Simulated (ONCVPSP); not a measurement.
**PBE ONCV dataset for promethium, fully relativistic all-electron reference.**

ONCVPSP 4.0.1 was run on this input:

```
# ATOM AND REFERENCE CONFIGURATION
# atsym  z   nc   nv     iexc    psfile
  Pm 61.00   10    5        4      upf
#
#   n    l    f
    1    0    2.00
    2    0    2.00
    2    1    6.00
    3    0    2.00
    3    1    6.00
    3    2   10.00
    4    0    2.00
    4    1    6.00
    4    2   10.00
    4    3    4.00
    5    0    2.00
    5    1    6.00
    5    2    1.00
    6    0    1.75
    6    1    0.25
#
# PSEUDOPOTENTIAL AND OPTIMIZATION
# lmax
    2
#
#   l,   rc,      ep,       ncon, nbas, qcut
    0    2.55    0.00    3    6    4.30
    1    3.15    0.00    4    8    3.40
    2    3.30    0.00    4    9    4.70
#
# LOCAL POTENTIAL
# lloc, lpopt,  rc(5),   dvloc0
    4    5    1.85    6.00
#
# VANDERBILT-KLEINMAN-BYLANDER PROJECTORs
# l, nproj, debl
    0    2    0.70
    1    3    2.80
    2    3    1.70
#
# MODEL CORE CHARGE
# icmod, fcfact, rcfact
    0    0.00    0.00
#
# LOG DERIVATIVE ANALYSIS
# epsh1, epsh2, depsh
   -3.00    5.00    0.02
#
# OUTPUT GRID
# rlmax, drl
    6.00    0.01
#
# TEST CONFIGURATIONS
# ncnf
    4
# nvcnf
#   n    l    f
    5
    5    0    2.00
    5    1    6.00
    5    2    1.00
    6    0    2.00
    6    1    0.00
#
    5
    5    0    2.00
    5    1    6.00
    5    2    1.00
    6    0    1.00
    6    1    0.00
#
    5
    5    0    2.00
    5    1    6.00
    5    2    1.00
    6    0    0.00
    6    1    0.00
#
    5
    5    0    2.00
    5    1    6.00
    5    2    0.00
    6    0    0.00
    6    1    0.00
#
```

Command:

```bash
oncvpspr.x < Pm.dat > Pm.out
```

Resulting log (shortened: citation, most of the input echo, consistency checks and plot data are left out):

```
ONCVPSP  (Optimized Norm-Conservinng Vanderbilt PSeudopotential)
relativistic version 4.0.1

#   n    l    f        energy (Ha)
    1    0    2.00    -1.6532614D+03
    2    0    2.00    -2.6888753D+02
    2    1    6.00    -2.3403401D+02    -2.5462103D+02
    3    0    2.00    -5.8865233D+01
    3    1    6.00    -4.8614730D+01    -5.2753728D+01
    3    2   10.00    -3.7104442D+01    -3.8001053D+01
    4    0    2.00    -1.1916076D+01
    4    1    6.00    -8.6811769D+00    -9.5890701D+00
    4    2   10.00    -4.6907221D+00    -4.8529317D+00
    4    3    4.00    -2.7753698D-01    -2.9671680D-01
    5    0    2.00    -1.6706125D+00
    5    1    6.00    -9.0399803D-01    -1.0325774D+00
    5    2    1.00    -1.0988023D-01    -1.1876291D-01
    6    0    1.75    -1.5110347D-01
    6    1    0.25    -5.2428109D-02    -6.0235665D-02

Reference configufation results
  iterations    32
  all-electron total energy (Ha)   -1.00270144D+04

Begin loop to  construct optimized pseudo wave functions
and semi-local pseudopoentials for all angular momenta

Calculating optimized projector #   1

 for l=   0

    Fraction of norm inside rc  0.979340
    Optimizing pswf for qcut=   4.30 a_B^-1,  ecut=   9.25 Ha
    Residual kinetic energy error=  4.84D-06 Ha

    Energy error per electron        Cutoff
         Ha          eV             Ha
         0.01000     0.27211        2.46
         0.00100     0.02721        4.11
         0.00010     0.00272        6.98
         0.00001     0.00027        9.05

Calculating optimized projector #   2

 for l=   0

    Fraction of norm inside rc  0.104999
    Optimizing pswf for qcut=   4.30 a_B^-1,  ecut=   9.25 Ha
    Residual kinetic energy error=  1.32D-05 Ha

    Energy error per electron        Cutoff
         Ha          eV             Ha
         0.01000     0.27211        2.13
         0.00100     0.02721        4.89
         0.00010     0.00272        7.66
         0.00001     0.00027        9.91

   Wellstate for l =  1  n =  9 kap= -2
     eigenvalue =   2.7476
     asymptotic potential =   3.2476
     half-point radius =  5.6448

Calculating optimized projector #   1

 for l=   1

    Fraction of norm inside rc  0.979805
    Optimizing pswf for qcut=   3.40 a_B^-1,  ecut=   5.77 Ha
    Residual kinetic energy error=  1.92D-04 Ha

    Energy error per electron        Cutoff
         Ha          eV             Ha
         0.01000     0.27211        3.94
         0.00100     0.02721        5.11
         0.00010     0.00272        7.28
         0.00001     0.00027       19.52

Calculating optimized projector #   2

 for l=   1

    Fraction of norm inside rc  0.069329
    Optimizing pswf for qcut=   3.40 a_B^-1,  ecut=   5.77 Ha
    Residual kinetic energy error=  4.84D-05 Ha

    Energy error per electron        Cutoff
         Ha          eV             Ha
         0.01000     0.27211        2.83
         0.00100     0.02721        4.32
         0.00010     0.00272        5.42
         0.00001     0.00027        8.29

Calculating optimized projector #   3

 for l=   1

    Fraction of norm inside rc  0.153730
    Optimizing pswf for qcut=   3.40 a_B^-1,  ecut=   5.77 Ha
    Residual kinetic energy error=  2.09D-03 Ha

    Energy error per electron        Cutoff
         Ha          eV             Ha
         0.01000     0.27211        5.21
         0.00100     0.02721        5.98
         0.00010     0.00272       11.21
         0.00001     0.00027       21.55

   Wellstate for l =  1  n =  9 kap=  1
     eigenvalue =   2.7398

Calculating optimized projector #   1

 for l=   1

    Fraction of norm inside rc  0.987215
    Optimizing pswf for qcut=   3.40 a_B^-1,  ecut=   5.77 Ha
    Residual kinetic energy error=  3.16D-04 Ha

    Energy error per electron        Cutoff
         Ha          eV             Ha
         0.01000     0.27211        4.15
         0.00100     0.02721        5.33
         0.00010     0.00272       10.74
         0.00001     0.00027       20.63

Calculating optimized projector #   2

 for l=   1

    Fraction of norm inside rc  0.090500
    Optimizing pswf for qcut=   3.40 a_B^-1,  ecut=   5.77 Ha
    Residual kinetic energy error=  1.19D-04 Ha

    Energy error per electron        Cutoff
         Ha          eV             Ha
         0.01000     0.27211        3.21
         0.00100     0.02721        4.69
         0.00010     0.00272        5.86
         0.00001     0.00027       12.63

Calculating optimized projector #   3

 for l=   1

    Fraction of norm inside rc  0.162596
    Optimizing pswf for qcut=   3.40 a_B^-1,  ecut=   5.77 Ha
    Residual kinetic energy error=  6.72D-03 Ha

    Energy error per electron        Cutoff
         Ha          eV             Ha
         0.01000     0.27211        5.58
         0.00100     0.02721        7.23
         0.00010     0.00272       13.90
         0.00001     0.00027       25.16

   Wellstate for l =  2  n =  8 kap= -3
     eigenvalue =   1.5901
     asymptotic potential =   2.0901
     half-point radius =  6.4900

   Wellstate for l =  2  n =  9 kap= -3
     eigenvalue =   3.2901
     asymptotic potential =   3.7901
     half-point radius =  5.5969

Calculating optimized projector #   1

 for l=   2

    Fraction of norm inside rc  0.699163
    Optimizing pswf for qcut=   4.70 a_B^-1,  ecut=  11.07 Ha
    Residual kinetic energy error=  7.99D-08 Ha

    Energy error per electron        Cutoff
         Ha          eV             Ha
         0.01000     0.27211        4.84
         0.00100     0.02721        6.54
         0.00010     0.00272        8.07
         0.00001     0.00027        9.07

Calculating optimized projector #   2

 for l=   2

    Fraction of norm inside rc  0.216360
    Optimizing pswf for qcut=   4.70 a_B^-1,  ecut=  11.07 Ha
    Residual kinetic energy error=  2.20D-06 Ha

    Energy error per electron        Cutoff
         Ha          eV             Ha
         0.01000     0.27211        6.16
         0.00100     0.02721        7.90
         0.00010     0.00272        9.14
         0.00001     0.00027       10.54

Calculating optimized projector #   3

 for l=   2

    Fraction of norm inside rc  0.178346
    Optimizing pswf for qcut=   4.70 a_B^-1,  ecut=  11.07 Ha
    Residual kinetic energy error=  1.30D-04 Ha

    Energy error per electron        Cutoff
         Ha          eV             Ha
         0.01000     0.27211        7.69
         0.00100     0.02721        9.84
         0.00010     0.00272       11.71
         0.00001     0.00027       14.88

   Wellstate for l =  2  n =  8 kap=  2
     eigenvalue =   1.5812

   Wellstate for l =  2  n =  9 kap=  2
     eigenvalue =   3.2841

Calculating optimized projector #   1

 for l=   2

    Fraction of norm inside rc  0.722041
    Optimizing pswf for qcut=   4.70 a_B^-1,  ecut=  11.07 Ha
    Residual kinetic energy error=  1.02D-07 Ha

    Energy error per electron        Cutoff
         Ha          eV             Ha
         0.01000     0.27211        4.96
         0.00100     0.02721        6.66
         0.00010     0.00272        8.15
         0.00001     0.00027        9.16

Calculating optimized projector #   2

 for l=   2

    Fraction of norm inside rc  0.217850
    Optimizing pswf for qcut=   4.70 a_B^-1,  ecut=  11.07 Ha
    Residual kinetic energy error=  2.84D-06 Ha

    Energy error per electron        Cutoff
         Ha          eV             Ha
         0.01000     0.27211        6.25
         0.00100     0.02721        8.04
         0.00010     0.00272        9.25
         0.00001     0.00027       10.76

Calculating optimized projector #   3

 for l=   2

    Fraction of norm inside rc  0.180640
    Optimizing pswf for qcut=   4.70 a_B^-1,  ecut=  11.07 Ha
    Residual kinetic energy error=  1.56D-04 Ha

    Energy error per electron        Cutoff
         Ha          eV             Ha
         0.01000     0.27211        7.84
         0.00100     0.02721        9.98
         0.00010     0.00272       11.85
         0.00001     0.00027       16.32

Construct Vanderbilt / Kleinmman-Bylander projectors

B matrix Hermiticity error, ll=  0  kap= -1
   1   2    1.1487D-04

  Orthonormal projector coefficients -1.7358E+00  6.9646E-01

B matrix Hermiticity error, ll=  1  kap= -2
   1   2    3.6249D-05
   1   3   -2.5977D-04
   2   3    5.7015D-05

  Orthonormal projector coefficients -1.6689E+00  6.7145E-01 -2.0233E-01

B matrix Hermiticity error, ll=  1  kap=  1
   1   2    4.5955D-05
   1   3   -2.8928D-04
   2   3    6.0445D-05

  Orthonormal projector coefficients -1.8935E+00 -9.8856E-01 -1.1234E-01

B matrix Hermiticity error, ll=  2  kap= -3
   1   2    6.2628D-05
   1   3   -1.1805D-04
   2   3    8.6539D-05

  Orthonormal projector coefficients -1.7909E+00 -1.0726E+00 -6.5661E-02

B matrix Hermiticity error, ll=  2  kap=  2
   1   2    6.5025D-05
   1   3   -1.2389D-04
   2   3    8.6871D-05

  Orthonormal projector coefficients -1.8338E+00 -6.9437E-01 -6.9862E-02

 Orthonormal scalar projector coefficients, l =  1
 -1.7414E+00  3.6848E-01 -3.4212E-01 -7.3386E-02 -9.4154E-03 -1.7254E-04

 Orthonormal spin-orbit projector coefficients, l =  1
  8.7737E-01  2.1277E-01  1.3057E-01 -6.4348E-02  4.3146E-02 -3.0939E-03

 Orthonormal scalar projector coefficients, l =  2
 -1.8059E+00 -9.1953E-01 -6.8259E-02 -2.5048E-03 -5.0442E-04 -4.5740E-06

 Orthonormal spin-orbit projector coefficients, l =  2
 -1.7123E-01  2.9416E-02  1.3764E-02 -7.5949E-03  3.2676E-03 -1.1282E-04

Pseudoatom total energy  -34.792017

Diagnostic tests using Vanderbilt-Kleinman-Bylander pseudopotentials
  relativistic with J = L +/- 1/2 projectors

   l  kap   rcore       rmatch      e in        delta e    norm test   slope test

   0  -1   2.5607630   2.6385133  -1.6706125   0.0000044   1.0001628   1.0001536
   0  -1   2.5607630   2.6385133  -0.1511035   0.0000036   1.0000329   0.9999873

   1  -2   3.1571755   3.2530341  -0.9039980   0.0000005   1.0001018   1.0000982
   1   1   3.1571755   3.2530341  -1.0325774  -0.0000018   1.0000324   1.0000243
   1  -2   3.1571755   3.2530341  -0.0524281   0.0000002   1.0000099   1.0000067
   1   1   3.1571755   3.2530341  -0.0602357   0.0000006   1.0000139   1.0000164
   1  -2   3.1571755   3.2530341   2.7475719   0.0000364   1.0001383   1.0001383
   1   1   3.1571755   3.2530341   2.7181323   0.0000360   1.0000303   1.0000303

   2  -3   3.3119408   3.4124985  -0.1098802  -0.0000006   1.0000127   1.0000161
   2   2   3.3119408   3.4124985  -0.1187629  -0.0000000   1.0000173   1.0000126
   2  -3   3.3119408   3.4124985   1.5901198   0.0000038   1.0001259   1.0001259
   2   2   3.3119408   3.4124985   1.5840677   0.0000045   1.0001193   1.0001193
   2  -3   3.3119408   3.4124985   3.2901198   0.0000385   1.0001196   1.0001196
   2   2   3.3119408   3.4124985   3.2823291   0.0000410   1.0001301   1.0001301

Diagnostic tests using Vanderbilt-Kleinman-Bylander pseudopotentials
  relativistic with scalar and spin-orbit non-local projectors

   l  kap   rcore       rmatch      e in        delta e    norm test   slope test

   0  -1   2.5607630   2.6385133  -1.6706125   0.0000044   1.0001628   1.0001536
   0  -1   2.5607630   2.6385133  -0.1511035   0.0000036   1.0000329   0.9999873

   1  -2   3.1571755   3.2530341  -0.9039980   0.0000019   1.0001174   1.0001149
   1   1   3.1571755   3.2530341  -1.0325774  -0.0000011   1.0000456   1.0000380
   1  -2   3.1571755   3.2530341  -0.0524281   0.0000027   1.0000542   0.9999776
   1   1   3.1571755   3.2530341  -0.0602357   0.0000043   1.0000626   0.9999637
   1  -2   3.1571755   3.2530341   2.7475719   0.0000366   1.0001402   1.0001402
   1   1   3.1571755   3.2530341   2.7181323   0.0000361   1.0000292   1.0000292

   2  -3   3.3119408   3.4124985  -0.1098802   0.0000043   1.0000155   1.0000584
   2   2   3.3119408   3.4124985  -0.1187629   0.0000042   1.0000195   1.0000451
   2  -3   3.3119408   3.4124985   1.5901198   0.0000756   1.0000762   1.0000762
   2   2   3.3119408   3.4124985   1.5840677   0.0000791   1.0000683   1.0000683
   2  -3   3.3119408   3.4124985   3.2901198   0.0001928   1.0001519   1.0001519
   2   2   3.3119408   3.4124985   3.2823291   0.0001912   1.0001648   1.0001648

Ghost test for J = L + 1/2

 Testing for bound ghosts
   n   l    E NL Schr. Eq   E Basis Diag.   E Cutoff

   1   0       -1.670608       -1.670407     19.76
   2   0       -0.151100       -0.139806     19.76

   2   1       -0.903998       -0.903988     39.97
   3   1       -0.052428       -0.038566     39.97

   3   2       -0.109881       -0.109500     50.54

 Testing for highly-localized positive-energy ghosts
       l    <radius>/rc     E Basis Diag.   E Cutoff

Ghost test for J = L - 1/2

 Testing for bound ghosts
   n   l    E NL Schr. Eq   E Basis Diag.   E Cutoff

   1   0       -1.670608       -1.670407     19.76
   2   0       -0.151100       -0.139806     19.76

   2   1       -1.032579       -1.032569     39.97
   3   1       -0.060235       -0.049234     39.97

   3   2       -0.118763       -0.118465     50.54

 Testing for highly-localized positive-energy ghosts
       l    <radius>/rc     E Basis Diag.   E Cutoff

Test configuration 0

   n   l kap    f        eae           eps        diff
   1   0  -1  2.0000-1653.26142412
   2   0  -1  2.0000 -268.88752785
   2   1  -2  4.0000 -234.03401273
   2   1   1  2.0000 -254.62103111
   3   0  -1  2.0000  -58.86523307
   3   1  -2  4.0000  -48.61472968
   3   1   1  2.0000  -52.75372846
   3   2  -3  6.0000  -37.10444224
   3   2   2  4.0000  -38.00105312
   4   0  -1  2.0000  -11.91607634
   4   1  -2  4.0000   -8.68117694
   4   1   1  2.0000   -9.58907015
   4   2  -3  6.0000   -4.69072214
   4   2   2  4.0000   -4.85293167
   4   3  -4  2.2857   -0.27753698
   4   3   3  1.7143   -0.29671680
   5   0  -1  2.0000   -1.67061246   -1.67060807    4.39E-06
   5   1  -2  4.0000   -0.90399803   -0.90399752    5.12E-07
   5   1   1  2.0000   -1.03257742   -1.03257923   -1.81E-06
   5   2  -3  0.6000   -0.10988023   -0.10988086   -6.34E-07
   5   2   2  0.4000   -0.11876291   -0.11876294   -2.89E-08
   6   0  -1  1.7500   -0.15110347   -0.15109987    3.60E-06
   6   1  -2  0.1667   -0.05242811   -0.05242787    2.36E-07
   6   1   1  0.0833   -0.06023566   -0.06023504    6.25E-07

    Total energies and differences
      AE_ref= -1.00270144E+04  AE_tst= -1.00270144E+04  dif=  0.00E+00
      PS_ref= -3.47920175E+01  PS_tst= -3.47920175E+01  dif=  1.64E-12
      PSP excitation error= -1.64E-12

Test configuration 1

   n   l kap    f        eae           eps        diff
   1   0  -1  2.0000-1653.24985455
   2   0  -1  2.0000 -268.87608226
   2   1  -2  4.0000 -234.02256889
   2   1   1  2.0000 -254.60958306
   3   0  -1  2.0000  -58.85380629
   3   1  -2  4.0000  -48.60330339
   3   1   1  2.0000  -52.74230077
   3   2  -3  6.0000  -37.09301609
   3   2   2  4.0000  -37.98962672
   4   0  -1  2.0000  -11.90462409
   4   1  -2  4.0000   -8.66972366
   4   1   1  2.0000   -9.57761857
   4   2  -3  6.0000   -4.67927356
   4   2   2  4.0000   -4.84148324
   4   3  -4  2.2857   -0.26611808
   4   3   3  1.7143   -0.28529373
   5   0  -1  2.0000   -1.65908948   -1.65873894    3.51E-04
   5   1  -2  4.0000   -0.89261006   -0.89245739    1.53E-04
   5   1   1  2.0000   -1.02112847   -1.02094246    1.86E-04
   5   2  -3  0.6000   -0.10075664   -0.10074983    6.81E-06
   5   2   2  0.4000   -0.10948380   -0.10947332    1.05E-05
   6   0  -1  2.0000   -0.14448275   -0.14446304    1.97E-05
   6   1  -2  0.0000   -0.04700800   -0.04700800    0.00E+00
   6   1   1  0.0000   -0.05465440   -0.05465440    0.00E+00

    Total energies and differences
      AE_ref= -1.00270144E+04  AE_tst= -1.00270383E+04  dif= -2.39E-02
      PS_ref= -3.47920175E+01  PS_tst= -3.48158844E+01  dif= -2.39E-02
      PSP excitation error= -1.95E-06

Test configuration 2

   n   l kap    f        eae           eps        diff
   1   0  -1  2.0000-1653.47693923
   2   0  -1  2.0000 -269.10199989
   2   1  -2  4.0000 -234.24853804
   2   1   1  2.0000 -254.83561112
   3   0  -1  2.0000  -59.07939679
   3   1  -2  4.0000  -48.82889661
   3   1   1  2.0000  -52.96791147
   3   2  -3  6.0000  -37.31860260
   3   2   2  4.0000  -38.21521804
   4   0  -1  2.0000  -12.13023378
   4   1  -2  4.0000   -8.89533740
   4   1   1  2.0000   -9.80322631
   4   2  -3  6.0000   -4.90483727
   4   2   2  4.0000   -5.06704973
   4   3  -4  2.2857   -0.49137698
   4   3   3  1.7143   -0.51057958
   5   0  -1  2.0000   -1.88452009   -1.88619105   -1.67E-03
   5   1  -2  4.0000   -1.11755552   -1.11837971   -8.24E-04
   5   1   1  2.0000   -1.24631621   -1.24726666   -9.50E-04
   5   2  -3  0.6000   -0.30994395   -0.31010619   -1.62E-04
   5   2   2  0.4000   -0.31998825   -0.32017167   -1.83E-04
   6   0  -1  1.0000   -0.32662455   -0.32662764   -3.08E-06
   6   1  -2  0.0000   -0.20224227   -0.20224227    0.00E+00
   6   1   1  0.0000   -0.21471835   -0.21471835    0.00E+00

    Total energies and differences
      AE_ref= -1.00270144E+04  AE_tst= -1.00268045E+04  dif=  2.10E-01
      PS_ref= -3.47920175E+01  PS_tst= -3.45821661E+01  dif=  2.10E-01
      PSP excitation error=  9.23E-06

Test configuration 3

   n   l kap    f        eae           eps        diff
   1   0  -1  2.0000-1653.74381427
   2   0  -1  2.0000 -269.36714154
   2   1  -2  4.0000 -234.51376318
   2   1   1  2.0000 -255.10092927
   3   0  -1  2.0000  -59.34372471
   3   1  -2  4.0000  -49.09322821
   3   1   1  2.0000  -53.23228375
   3   2  -3  6.0000  -37.58297400
   3   2   2  4.0000  -38.47960286
   4   0  -1  2.0000  -12.39453196
   4   1  -2  4.0000   -9.15965959
   4   1   1  2.0000  -10.06752934
   4   2  -3  6.0000   -5.16910974
   4   2   2  4.0000   -5.33132304
   4   3  -4  2.2857   -0.75482290
   4   3   3  1.7143   -0.77408481
   5   0  -1  2.0000   -2.14781795   -2.15334633   -5.53E-03
   5   1  -2  4.0000   -1.37862159   -1.38140892   -2.79E-03
   5   1   1  2.0000   -1.50826580   -1.51138876   -3.12E-03
   5   2  -3  0.6000   -0.55004156   -0.55083504   -7.93E-04
   5   2   2  0.4000   -0.56147962   -0.56232876   -8.49E-04
   6   0  -1  0.0000   -0.52952634   -0.52952634    0.00E+00
   6   1  -2  0.0000   -0.37769099   -0.37769099    0.00E+00
   6   1   1  0.0000   -0.39545213   -0.39545213    0.00E+00

    Total energies and differences
      AE_ref= -1.00270144E+04  AE_tst= -1.00263782E+04  dif=  6.36E-01
      PS_ref= -3.47920175E+01  PS_tst= -3.41557271E+01  dif=  6.36E-01
      PSP excitation error= -6.93E-05

Test configuration 4

psatom_r: WARNING lschvkbb convergence error n,l,kap,iter=   3   1  -2

ea(ii),et,emin,emax -5.748807E-02 -6.323688E-02 -6.323688E-02 -6.323688E-02
run_config_r: WARNING for fully non-local PS atom,
 WARNING no output for configuration 5
```

The run took about 8.9 s on one core of a shared server CPU.
